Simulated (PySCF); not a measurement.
HS (SMILES [SH-]), charge -1, singlet, geometry from GFN2-xTB; CCSD(T)/def2-TZVPP (PySCF).

The PySCF input:
```python
from pyscf import gto, scf, cc

mol = gto.M(
    atom='''
S    -0.000000   -0.000000   -0.078636
H     0.000000    0.000000    1.258176
''',
    basis='def2-tzvpp',
    charge=-1,
    spin=0,
    verbose=4,
    max_memory=1800,
)

mf = scf.RHF(mol)
mf.kernel()

mycc = cc.CCSD(mf, frozen=5)
mycc.kernel()
et = mycc.ccsd_t()
print('E(CCSD(T)) = %.10f' % (mycc.e_tot + et))
```

Q: Predict the main parts of the log of this PySCF run.

A: 
```
PySCF version 2.14.0

[INPUT] verbose = 4
[INPUT] num. atoms = 2
[INPUT] num. electrons = 18
[INPUT] charge = -1
[INPUT] spin (= nelec alpha-beta = 2S) = 0
[INPUT] symmetry False subgroup None
[INPUT] Mole.unit = angstrom
[INPUT] Symbol           X                Y                Z      unit          X                Y                Z       unit  Magmom
[INPUT]  1 S      0.000000000000   0.000000000000  -0.078636000000 AA    0.000000000000   0.000000000000  -0.148600503531 Bohr   0.0
[INPUT]  2 H      0.000000000000   0.000000000000   1.258176000000 AA    0.000000000000   0.000000000000   2.377608056501 Bohr   0.0

nuclear repulsion = 6.33360216299674
number of shells = 20
number of NR pGTOs = 79
number of NR cGTOs = 56
basis = def2-tzvpp
ecp = {}

******** <class 'pyscf.scf.hf.RHF'> ********
method = RHF
initial guess = minao
damping factor = 0
level_shift factor = 0
DIIS = <class 'pyscf.scf.diis.CDIIS'>
diis_start_cycle = 1
diis_space = 8
diis_damp = 0
SCF conv_tol = 1e-09
SCF conv_tol_grad = None
SCF max_cycles = 50
direct_scf = True
direct_scf_tol = 1e-13
Set gradient conv threshold to 3.16228e-05
Initial guess from minao.
init E= -397.850166695627
  HOMO = -0.299031584743369  LUMO = 0.0997400794880399  gap/eV = 10.85113
cycle= 1 E= -398.085587223411  delta_E= -0.235  |g|= 0.329  |ddm|= 0.851
  HOMO = -0.0106195897696745  LUMO = 0.371500095019723  gap/eV = 10.39801
cycle= 2 E= -398.123059227635  delta_E= -0.0375  |g|= 0.156  |ddm|= 0.695
  HOMO = -0.0703290581568039  LUMO = 0.367280667469529  gap/eV = 11.90797
cycle= 3 E= -398.128252565968  delta_E= -0.00519  |g|= 0.0187  |ddm|= 0.145
  HOMO = -0.0763513549019813  LUMO = 0.367163416900713  gap/eV = 12.06865
cycle= 4 E= -398.12843219587  delta_E= -0.00018  |g|= 0.00641  |ddm|= 0.0184
  HOMO = -0.0762274833989262  LUMO = 0.367681815421463  gap/eV = 12.07939
cycle= 5 E= -398.128467959182  delta_E= -3.58e-05  |g|= 0.00134  |ddm|= 0.011
  HOMO = -0.076117915412292  LUMO = 0.367722552687297  gap/eV = 12.07751
cycle= 6 E= -398.128469587739  delta_E= -1.63e-06  |g|= 0.000285  |ddm|= 0.00323
  HOMO = -0.0760902105479692  LUMO = 0.367763121122966  gap/eV = 12.07786
cycle= 7 E= -398.128469623948  delta_E= -3.62e-08  |g|= 8.19e-05  |ddm|= 0.000449
  HOMO = -0.0761051645563953  LUMO = 0.36776244252793  gap/eV = 12.07825
cycle= 8 E= -398.12846962924  delta_E= -5.29e-09  |g|= 1.22e-05  |ddm|= 0.000269
  HOMO = -0.0761070920244567  LUMO = 0.36776155668565  gap/eV = 12.07828
cycle= 9 E= -398.128469629361  delta_E= -1.21e-10  |g|= 1.93e-06  |ddm|= 3.72e-05
  HOMO = -0.0761068866100185  LUMO = 0.367761965838678  gap/eV = 12.07829
Extra cycle  E= -398.128469629363  delta_E= -1.71e-12  |g|= 7.39e-07  |ddm|= 3.95e-06
converged SCF energy = -398.128469629363

******** <class 'pyscf.cc.ccsd.CCSD'> ********
CC2 = 0
CCSD nocc = 4, nmo = 51
frozen orbitals 5
max_cycle = 50
direct = 0
conv_tol = 1e-07
conv_tol_normt = 1e-05
diis_space = 6
diis_start_cycle = 0
diis_start_energy_diff = 1e+09
Init t2, MP2 energy = -398.319516731407  E_corr(MP2) -0.191047102044388
Init E_corr(CCSD) = -0.191047102044643
cycle = 1  E_corr(CCSD) = -0.205643780723342  dE = -0.0145966787  norm(t1,t2) = 0.0332249
cycle = 2  E_corr(CCSD) = -0.209701298900444  dE = -0.00405751818  norm(t1,t2) = 0.0103097
cycle = 3  E_corr(CCSD) = -0.211128382866601  dE = -0.00142708397  norm(t1,t2) = 0.00386704
cycle = 4  E_corr(CCSD) = -0.211186244763297  dE = -5.78618967e-05  norm(t1,t2) = 0.000621892
cycle = 5  E_corr(CCSD) = -0.211146648394254  dE = 3.9596369e-05  norm(t1,t2) = 0.000173301
cycle = 6  E_corr(CCSD) = -0.211148167940835  dE = -1.51954658e-06  norm(t1,t2) = 3.7651e-05
cycle = 7  E_corr(CCSD) = -0.211148442717032  dE = -2.74776197e-07  norm(t1,t2) = 9.1852e-06
cycle = 8  E_corr(CCSD) = -0.211148319246522  dE = 1.2347051e-07  norm(t1,t2) = 3.43916e-06
cycle = 9  E_corr(CCSD) = -0.211148291309008  dE = 2.79375142e-08  norm(t1,t2) = 1.08228e-06
CCSD converged
E(CCSD) = -398.3396179206716  E_corr = -0.2111482913090079
CCSD(T) correction = -0.00828035232958749
E(CCSD(T)) = -398.3478982730
```
